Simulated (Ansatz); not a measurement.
Input for Ansatz (a program for electronic structure): R-wB97X-V/def2-TZVPP on O3Si3 (SMILES [o+]1[si-][o+][si-][o+][si-]1).

Ansatz 0.2 input:
```yaml
crystal:
  periodic: [false, false, false]
  atoms:
    - {symbol: Si, position_ang: [1.80317377, 0.00000000, -0.00000000]}
    - {symbol: O, position_ang: [0.75001601, 1.29906570, -0.00000000]}
    - {symbol: Si, position_ang: [-0.90158713, 1.56159957, 0.00000000]}
    - {symbol: O, position_ang: [-1.50003153, -0.00000000, -0.00000000]}
    - {symbol: Si, position_ang: [-0.90158713, -1.56159957, -0.00000000]}
    - {symbol: O, position_ang: [0.75001601, -1.29906570, 0.00000000]}
basis:
  gaussian:
    orbitals: def2-TZVPP
hamiltonian:
  xc: {name: wB97X-V}
scf: {lower_state_search: off}
```

Program output:

```
WARN ansatz: RAYON_NUM_THREADS=4 ignored (pool sized by the plan → 4); use --threads N
Functional definition: wB97X-V
these checks for a lower state are left out or cut short: stability, starts, cluster_reference, orbital_swaps, neighbouring_geometries, increment
integrals: 0.25 GiB planned
1326 factors; their error is unknown
integrals: 0.29 GiB planned
237 factors; integrals over basis functions are off by at most 1.3e-5 eV
mean field: 1.83 GiB planned
mean field evaluation 1: about -29764.3671 eV, gradient 8.5e1 eV
mean field evaluation 2: about -29757.9586 eV, gradient 1.1e2 eV
mean field evaluation 4: about -29776.2190 eV, gradient 9.1e-1 eV
mean field evaluation 8: about -29776.2567 eV, gradient 1.2e-1 eV
mean field evaluation 16: about -29776.2567 eV, gradient 5.6e-6 eV
mean field -29776.25672041 eV, -1094.2572514032 hartree, gradient 5.6e-6 eV, S^2 0.000000; 0 other end points of the search recorded, 0 dependent functions left out
reference -29776.25671858 eV, -1094.2572513362 hartree; 33, 33 occupied and 186, 186 virtual orbitals, 1326 factors
Total energy: -29776.25671858 eV, -1094.2572513362 hartree
Checks for a lower state left out: stability, starts, cluster_reference, orbital_swaps, neighbouring_geometries, increment
```

Self-consistency was reached.

Cost: very roughly 19 core-seconds.
